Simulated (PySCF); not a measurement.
A run for PySCF: R-MP2/6-31G* on C2H2 (SMILES C#C) with ghost functions.

```python
from pyscf import gto, scf, dft, mp
from pyscf.data.elements import chemcore

mol = gto.M(
    atom='''
    C    -0.43737409    0.42783225   -1.03061636
    C    -0.04093733    0.04010681    0.03031240
    H    -0.79032340    0.77302012   -1.97158665
    H     0.30879242   -0.30193930    0.97438525
    ghost-N    0.44239913   -0.43462741    4.64293110
    ghost-N    0.51603834   -0.50556508    3.55717905
    ''',
    basis='6-31g*',
    cart=True,
    charge=0, spin=0, verbose=3, max_memory=1800)
mf = scf.RHF(mol)
mf.conv_tol = 1e-8
mf.max_cycle = 100
mf.kernel()
if not mf.converged:
    mf = mf.newton().run(mf.mo_coeff, mf.mo_occ)
pt = mp.MP2(mf, frozen=chemcore(mol)).run()
```

Problem. Give the final energy of this run.

Solution. -77.0662 hartree.
